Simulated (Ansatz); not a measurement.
Molecule: C$_{3}$H$_{2}$NS, net charge 0, doublet state. It need not be the lowest isomer of its formula. SMILES: [c]1nccs1
Geometry: optimised at B3LYP-D3(BJ)/def2-TZVP (Ansatz, a first-principles code).

Property: atomisation energy (electronic, to ground-state atoms), in kcal/mol. Correlated levels leave the core frozen unless marked. UHF or UKS for open shells. Spin-orbit coupling is left out. Non-relativistic unless marked X2C. The coupled-cluster limit lacks core correlation, which all-electron functionals hold. CBS(X,Y): correlation extrapolated as X^-3; Hartree-Fock from the larger set.

```tsv
level	program	atomisation energy (kcal/mol)
HF/cc-pV(D+d)Z	Ansatz	460.1
BLYP-D3(BJ)/def2-TZVPD	Ansatz + dftd3	733.8
revPBE-D4/def2-TZVPD	Ansatz + dftd4	744.0
B97M-V/def2-TZVPD	Ansatz	727.0
PBE0/STO-3G	Ansatz	807.6
PBE0-D3(BJ)/def2-TZVP	Ansatz + dftd3	739.2
PBE0/def2-TZVP	Ansatz	735.5
```

### Question
Estimate the value at CCSD(T)/CBS(cc-pV(T+d)Z,cc-pV(Q+d)Z) as computed with Ansatz.

### Answer
716.9 kcal/mol, so PBE0/def2-TZVP differs from it by 18.6 kcal/mol.
